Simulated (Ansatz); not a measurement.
Cartesian coordinates in Å:
```
C 1.801 0.786 0.580
Al 0.539 0.281 -0.820
C -1.304 0.725 -0.437
O -2.445 0.514 -0.103
Al -1.637 -1.323 0.065
H 2.292 1.732 0.338
H 2.581 0.027 0.685
H 1.309 0.894 1.549
H 0.714 0.146 -2.385
H -2.286 -2.177 -1.089
H -1.564 -1.606 1.615
```

Total charge 0; spin multiplicity 1. The bonds changed during the relaxation, so this is another structure than the one it started from.

(1) List the PBE0/def2-TZVPP orbital energies in eV (Ansatz 0.2.0). (Best estimate.)

## Answers

(1) The calculation gave: Occupied: -1527.93, -1527.56, -525.50, -281.69, -277.78, -113.80, -113.49, -73.88, -73.78, -73.69, -73.56, -73.48, -73.38, -32.08, -19.30, -17.28, -15.09, -13.44, -13.43, -11.36, -11.33, -10.56, -9.93, -8.69, -8.47, -6.46. Lowest empty: -2.55, -1.60, 0.04, 0.41, 0.67, 1.24, 1.65, 2.06.
